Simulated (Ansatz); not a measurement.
System: sum formula H₂SiO₃F, net charge 0, doublet state. It need not be the lowest isomer of its formula. 
Coordinates optimised at B3LYP-D3(BJ)/def2-TZVP (Ansatz, a first-principles code):
```
Si
F 1 1.5937
O 1 1.6158 2 109.02
H 3 0.9604 1 119.64 2 -28.47
O 1 1.6255 2 110.44 3 -123.02
H 5 0.9615 1 119.38 2 -48.38
O 1 1.6492 2 110.61 3 121.73
```
Charge 0, spin multiplicity 2.

Basis-set convergence of Hartree-Fock and CCSD(T) correlation energies (hartree) with Ansatz. Cores are frozen in the correlated levels unless marked. Open shells are spin-unrestricted. Spin-orbit coupling is left out. Non-relativistic.

```json
[
 {"basis": "cc-pV(D+d)Z", "functions": "89", "E(HF)": "-614.30718", "E(corr, CCSD(T))": "-0.82459"},
 {"basis": "cc-pV(T+d)Z", "functions": "187", "E(HF)": "-614.46160", "E(corr, CCSD(T))": "-1.07503"},
 {"basis": "cc-pV(Q+d)Z", "functions": "344", "E(HF)": "-614.49511", "E(corr, CCSD(T))": "-1.16227"},
 {"basis": "cc-pV(5+d)Z", "functions": "574", "E(HF)": "-614.50286", "E(corr, CCSD(T))": "-1.19396"}
]
```

Extrapolating the two largest sets (X = 4 and 5) as X^-3: E(corr) = (125·(-1.19396) - 64·(-1.16227))/61 = -1.2272 Eh, an estimate of the basis-set limit. The largest set recovers 97.3 % of it, the smallest 67.2 %.
